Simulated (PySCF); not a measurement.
Working out the ionisation energy of Tc

Tc [Kr] 4d5 5s2 (6S) → Tc⁺ [Kr] 4d5 5s1 (7S). All numbers are calculated (PySCF 2.14, scalar relativity through the core potential, in cc-pVDZ-PP with ECP28MDF). Frozen: 4s2 4p6. Energies in hartree (1 hartree = 27.21139 eV):

| part | Tc (lower) | Tc⁺ (upper) |
| --- | --- | --- |
| UHF | -79.846953 | -79.641774 |
| MP2 opposite-spin | -0.036674 | 0.000000 |
| MP2 same-spin | -0.057291 | -0.058007 |

**Question.** What does Hartree-Fock give?

**Answer.** (-79.641774) − (-79.846953) = 0.205179 hartree = 5.583 eV.

**Question.** What do MP2 and SCS-MP2 (6/5 opposite-spin, 1/3 same-spin) give?

**Answer.** The opposite-spin parts differ by 0.998 eV and the same-spin parts by -0.019 eV. MP2: 5.583 + (0.998) + (-0.019) = 6.562 eV. SCS-MP2: 5.583 + 1.2 × (0.998) + (-0.019)/3 = 6.774 eV.

Measured between the centres of the two terms (NIST): 7.119 eV, so MP2 (valence) is off by -0.557 eV.

A double-zeta basis recovers only part of the correlation energy.

What remains against the reference includes basis incompleteness, the frozen core and correlation beyond second order.
